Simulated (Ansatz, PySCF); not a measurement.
Molecule: sum formula BHF, net charge 0, doublet state. It need not be the lowest isomer of its formula. SMILES: [BH]F
Geometry: optimised at B3LYP-D3(BJ)/def2-TZVP (Ansatz, an electronic-structure program).

Wanted: vertical electron affinity (to the singlet state of charge -1; a negative value means that the extra electron is unbound and the number depends on the basis; each state is the SCF solution reached for its spin; for the singlet the Hartree-Fock reference is unstable and T1 is 0.016), in eV. Valence correlation only, unless marked. Open shells are spin-unrestricted. No spin-orbit coupling. No relativistic terms. Anions need diffuse functions: aug- sets have them; def2-D sets add few. CBS(X,Y): correlation extrapolated as X^-3; Hartree-Fock from the larger set.

```
level              program  vertical electron affinity (eV)
-----------------  -------  -------------------------------
HF/def2-TZVPPD      Ansatz                            -1.32
M06-2X/def2-TZVPD    PySCF                            -0.22
```

**Question.** Predict the CCSD(T)/CBS(aug-cc-pVTZ,aug-cc-pVQZ) result (Ansatz).

**Answer.** 0.03 eV
